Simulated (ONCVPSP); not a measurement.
iron (Fe): ONCV pseudisation with LDA (Perdew-Wang 92), scalar-relativistic reference atom.

iron (Fe), optimised norm-conserving Vanderbilt (ONCV), made with ONCVPSP 4.0.1 (LDA (Perdew-Wang 92), scalar-relativistic). Core [Ne], reference 3s2 3p6 3d6 4s2. Waves: 3s+4s: rc 1.45 bohr, ncon 4, nbas 7, qcut 10.9 1/bohr, 2 projectors; 3p: rc 1.15 bohr, ncon 4, nbas 7, qcut 10.6 1/bohr, 3 projectors, debl 1.8 Ha; 3d: rc 1.50 bohr, ncon 3, nbas 8, qcut 9.7 1/bohr, 3 projectors, debl 3.1 Ha; f scattering state at 0.07 Ha: rc 1.40 bohr, ncon 4, nbas 9, qcut 8.8 1/bohr, 2 projectors, debl 1.1 Ha. Local part: polynomial inside 0.75 bohr (lpopt 5, dvloc0 9.5 Ha). Core correction: Teter function, fcfact 5, rcfact 1.15.

In the p channel the program set the typed energies aside and used -2.202, 0.250, 2.050 Ha.

All-electron outer shells of the reference configuration (LDA (PZ), scalar-relativistic, ld1.x):

| shell | level (eV) | outermost node (bohr) | outermost maximum (bohr) |
| --- | --- | --- | --- |
| 2p | -698.00 | – | 0.18 |
| 3s | -93.51 | 0.33 | 0.70 |
| 3p | -59.93 | 0.30 | 0.72 |
| 3d | -7.75 | – | 0.71 |
| 4s | -5.49 | 1.01 | 2.38 |

**Question.** Estimate the cutoffs (Ha) at which the residual kinetic energy of the hardest occupied pseudo-wave falls to 1 and 0.1 mHa per electron.

**Answer.** 38 Ha and 43 Ha.

**Question.** Does the potential have ghost states?

**Answer.** No bound ghost flagged; no localised positive-energy state flagged.

**Question.** Tests: 3s2 3p6 3d6 4s1; 3s2 3p6 3d6 4s0; 3s2 3p6 3d5 4s0; 3s2 3p6 3d7 4s0. Which has the largest error in its energy relative to the reference configuration, and how large is it?

**Answer.** 3s2 3p6 3d7 4s0, with +48 meV (all-electron minus pseudo) on +6.84 eV.
